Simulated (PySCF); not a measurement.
VO₂F, SMILES [V](=[O])(=[O])[F], multiplicity 1. Heavy atoms are numbered as in [V:1](=[O:2])(=[O:3])[F:4].

Geometry optimised at B3LYP-D3(BJ)/def2-SVP. The spin state was assumed, not searched.

These are ωB97X/def2-TZVPD (PySCF) values and carry that method's errors.

Mulliken values depend strongly on the basis, most of all with diffuse functions as here. Atomic charges (e), one atom of each kind:

```json
[
 {"atom": "V1", "Mulliken": "1.85", "meta-Löwdin": "1.50"},
 {"atom": "O2", "Mulliken": "-0.61", "meta-Löwdin": "-0.48"},
 {"atom": "F4", "Mulliken": "-0.62", "meta-Löwdin": "-0.54"}
]
```
